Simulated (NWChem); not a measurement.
C₃H₄BFO; SMILES C1C=CB(F)O1

```xyz
10

F      0.0666    -2.1149     0.0000
B      0.0733    -0.7850     0.0000
C      1.2699     0.2049     0.0000
C      0.6934     1.4198     0.0000
C     -0.8090     1.3075     0.0000
O     -1.1088    -0.0897     0.0000
H      2.3413     0.0366     0.0000
H      1.1860     2.3899     0.0000
H     -1.2643     1.7705    -0.8858
H     -1.2643     1.7705     0.8858
```
Atoms are numbered in this order, from 1.

Results from NWChem. Pople sets run with spherical d functions. Geometry: optimised at B3LYP/6-31G* (spherical d). B3LYP is NWChem's, with the RPA form of VWN correlation. Static field.

### Question
Among these, which level gives the highest value of “anisotropy (bohr³)”?
(A) B3LYP/6-31+G*
(B) BHandHLYP/6-31+G*
(C) Hartree-Fock/6-31+G*
(D) PBE/6-31+G*

### Answer
D, PBE/6-31+G*. Values: Hartree-Fock/6-31+G* 22.2; BHandHLYP/6-31+G* 22.5; B3LYP/6-31+G* 23.3; PBE/6-31+G* 24.2
